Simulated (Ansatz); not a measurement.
**A correction line for PBE-D4/def2-TZVPP: vertical ionisation energy**

The vertical ionisation energy (cation less neutral) in eV of 7 molecular compounds of Si: x at PBE-D4/def2-TZVPP, y at CCSD(T)/def2-TZVPP. Shapes, held fixed at every level: PBE0-D4/def2-TZVP. Flexible molecules stand in one conformer, not always the lowest. Programs: Ansatz 0.2.0.

```
                         molecule  x (eV)  y (eV)
C4H10O2Si (SMILES CC(C)(C)O[Si]O)    8.62    9.00
    Si2H4SO (SMILES [SiH3]O[Si]S)    8.74    9.01
                      Si(NH2)(OH)    9.06    9.21
                        Si(NH2)Cl    9.22    9.43
    Si2H4O2 (SMILES O[Si]O[SiH3])    9.23    9.56
                         Si(OH)Br    9.60       ?
                         Si(OH)Cl    9.81   10.02
```

Task: Fit y = c + s·x to the known rows and predict y for Si(OH)Br.

Result: 
1. Means of the 6 rows: x = 9.1133, y = 9.372.
2. Σ(Δx)² = 0.89593, Σ(Δx·Δy) = 0.80687, so the slope is 0.80687/0.89593 = 0.90059.
3. Intercept: 9.372 − (0.90059) × 9.1133 = 1.165. The largest residual of the fit is 0.11.
4. Si(OH)Br: 1.165 + 0.90059 × 9.60 = 9.81 eV.

CCSD(T)/def2-TZVPP gives 9.81 eV, so the prediction is off by 0.00 eV: they agree to the digits shown. Uncorrected, PBE-D4/def2-TZVPP misses Si(OH)Br by -0.21 eV, and the other rows by 0.26 on average. The line removes about 100 % of this miss, partly by chance. Left out in turn, the other rows are missed by 0.09 eV on average, so much of the error is systematic among these molecules. Cations run unrestricted. Relativity is left out for Br. Outer-core shells of Br are correlated, in sets that cover them unevenly.
